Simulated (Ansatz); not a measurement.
Born–Oppenheimer molecular dynamics of BClFH₃O (7 atoms, charge 0, multiplicity 1). It starts at the highest image of a converged band, a first-order saddle point between two minima.

Method: Ansatz 0.2.0, RKS B3LYP/def2-SVP.

```json
{
  "ensemble": "NVE (velocity Verlet)",
  "time step": "0.5 fs",
  "steps asked": "200",
  "starting velocities drawn for": "100 K",
  "seed": "6944"
}
```

First frame:

```xyz
7
Properties=species:S:1:pos:R:3
B -0.009 -0.290 -0.077
F -0.117 0.069 1.545
H 1.043 0.137 -0.454
Cl -1.513 0.222 -0.914
O -0.012 -1.720 0.347
H -0.838 -2.163 0.094
H -0.114 -1.042 1.441
```

**Question.** How far do the bonds stretch over the last three quarters of this one trajectory? (Pairs bonded in most of those frames.)

**Answer.** 
```json
{"bond": "B1–H3", "mean (Å)": "1.199", "spread (Å)": "0.008", "shortest": "1.19", "longest": "1.21"}
{"bond": "B1–Cl4", "mean (Å)": "1.779", "spread (Å)": "0.018", "shortest": "1.75", "longest": "1.82"}
{"bond": "B1–O5", "mean (Å)": "1.354", "spread (Å)": "0.020", "shortest": "1.32", "longest": "1.39"}
{"bond": "F2–H7", "mean (Å)": "0.931", "spread (Å)": "0.012", "shortest": "0.91", "longest": "0.96"}
{"bond": "O5–H6", "mean (Å)": "0.970", "spread (Å)": "0.011", "shortest": "0.95", "longest": "0.99"}
```

Mean temperature of the second half: 757 K. The conserved energy stayed within 0.05 meV per atom of its start (net change -0.015 meV per atom), so the integration is sound. The kinetic energy rose, since the run started high on the potential surface and went downhill. It ends in pieces (BClH2O + FH), so much of that is their flight and rotation, not heat. A run of 0.1 ps of so small a system gives no equilibrium averages. The orbitals stay closed-shell, which can raise the energy where a bond breaks towards radicals; this wasn't checked here.

Run time: 8.8 min on 1 thread of Arm Neoverse V1 (shared host), peak memory 0.16 GiB.
